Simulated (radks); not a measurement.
The numbers below are computed, except where a source is named.
Question: These are the eigenvalues of the occupied orbitals of an atom or ion with whole-number occupations (hartree). Code: a radial shooting solver on a logarithmic mesh with Libxc functionals. Model: Dirac Kohn-Sham, PBE, spin-unpolarised, spherical densities, point nucleus.

| orbital | eigenvalue |
|---|---|
| 1s1/2 | -1424.002 |
| 2s1/2 | -227.4796 |
| 2p1/2 | -214.5884 |
| 2p3/2 | -199.4051 |
| 3s1/2 | -49.48221 |
| 3p1/2 | -44.04943 |
| 3p3/2 | -41.09000 |
| 3d3/2 | -31.57838 |
| 3d5/2 | -30.94529 |
| 4s1/2 | -10.82163 |
| 4p1/2 | -8.82193 |
| 4p3/2 | -8.19150 |
| 4d3/2 | -4.91215 |
| 4d5/2 | -4.80238 |
| 5s1/2 | -2.38790 |
| 5p1/2 | -1.82302 |
| 5p3/2 | -1.72099 |
| 5d3/2 | -0.94120 |

Which element is it, and in what charge state? The configuration may be excited. Open shells, if any, fill j = l - 1/2 first.

Answer: Z = 57, lanthanum, charge +3: La3+ in [Kr] 4d10 5s2 5p4 5d2. The list shows which subshells hold electrons but not how many an open one holds; the 1s level, -1424 hartree, gives Z - s = 53.4 by -(Z - s)^2/2, which with screening and relativity narrows Z to a few neighbours, and the depths of the outer levels then fix element, charge and occupations together.
